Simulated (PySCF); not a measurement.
A side-by-side comparison of computed properties.

First species: C₅H₉NSi.
SMILES: `C#C[C@H]1CC[SiH2]N1`

Second species: C8H11N.
Geometry (PBE0-D3(BJ)/def2-SVP, Å), atoms numbered from 1 in this order:
```xyz
20
C8H11N angstrom
C      2.933    0.734    1.050
C      2.121    0.528    0.174
C      1.117    0.290   -0.863
C      0.390    1.587   -1.255
C     -0.485    2.112   -0.117
C     -1.440    1.059    0.380
N     -2.681    1.321    0.467
C     -0.785   -0.257    0.726
C      0.092   -0.767   -0.418
H      3.665    0.912    1.816
H      1.647   -0.095   -1.751
H     -0.239    1.372   -2.135
H      1.120    2.352   -1.560
H     -1.066    2.992   -0.426
H      0.166    2.414    0.722
H     -3.186    0.502    0.822
H     -0.149   -0.103    1.616
H     -1.551   -1.002    0.994
H      0.608   -1.692   -0.121
H     -0.541   -1.013   -1.287
```

Levels: wB97X-D/def2-SVPD for HOMO energy, LUMO energy, HOMO–LUMO gap and static isotropic polarisability; TDDFT wB97X-D/def2-SVPD for lowest singlet excitation. Geometries: PBE0-D3(BJ)/def2-SVP. Each structure is a single optimised conformer of the isolated species, non-relativistic unless stated. Electronic properties by PySCF.

```json
{"property": "HOMO energy", "column X": "-8.78 eV", "column Y": "-9.25 eV"}
{"property": "LUMO energy", "column X": "2.06 eV", "column Y": "1.71 eV"}
{"property": "HOMO–LUMO gap", "column X": "10.84 eV", "column Y": "10.96 eV"}
{"property": "lowest singlet excitation", "column X": "6.27 eV", "column Y": "5.48 eV"}
{"property": "static isotropic polarisability", "column X": "87.9 au", "column Y": "96.1 au"}
```

Problem. Which column belongs to which species?

Solution. Column X is the first species and column Y the second. The first has 16 atoms and 60 electrons, the second 20 and 66.

Problem. How does each property change from the first species to the second?

Solution. HOMO energy -0.47 eV; LUMO energy -0.35 eV; HOMO–LUMO gap +0.12 eV; lowest singlet excitation -0.79 eV; static isotropic polarisability +8.2 au.

On the first: The 10 singlets span 6.27 to 7.82 eV, and their oscillator strengths add up to 0.16. No computed singlet falls in the visible range (750 to 380 nm, 1.65 to 3.26 eV); S1 lies 3.01 eV above its blue end.

On the second: S1 lies 5.48 eV below the HOMO–LUMO gap; its leading configuration is HOMO→LUMO, weight 0.78. The principal polarisabilities are 85.4, 87.2 and 115.6 au; their mean is the isotropic value.
